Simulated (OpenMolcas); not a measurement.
Re6+ (d1) in a complex was computed by CASSCF with the d shell active (OpenMolcas, ANO-RCC-VTZP on the metal). Its lowest spin-free states, and all those of the highest spin:

```tsv
2S+1	Degeneracy	E (cm-1)
2	3	0.0
2	2	51593
```

Task: Is the site octahedral, tetrahedral or cube-like, axial, or of lower symmetry?

Result: The states with 2S+1 = 2 have orbital degeneracies 3, 2. Threefold states need a cubic site. For d1 at this spin an octahedron puts the threefold T2 below the twofold E and a tetrahedron or cube puts the twofold E below the threefold T2, so the site is octahedral. The first gap at this spin, 51600 cm-1, is |10Dq| in ligand-field theory. The run had Re6+ with 6 ligands (fluoride) in octahedral coordination (Oh) at 1.8 Å. Ligand basis ANO-RCC-VDZP.

An orbital triplet at a regular site is open to Jahn-Teller coupling, which can distort the site and quench the lowest spin-orbit gaps and is left out. The least metal-like active orbital is 66 % on the metal (Löwdin) and no ligand orbital is active, so the numbers are rough. With metal d orbitals alone the field can be off either way by tens of per cent. Ligand-to-metal charge-transfer states are missing. The distance lies 3 % under the 1.86 Å that this model takes as the normal distance (a Shannon-type radius plus a fixed donor radius); by an R⁻⁵ law this alone changes a d-shell field by about +18 %. No measured value stands beside these numbers; the geometry was imposed, not optimised, and the real ion may take another.
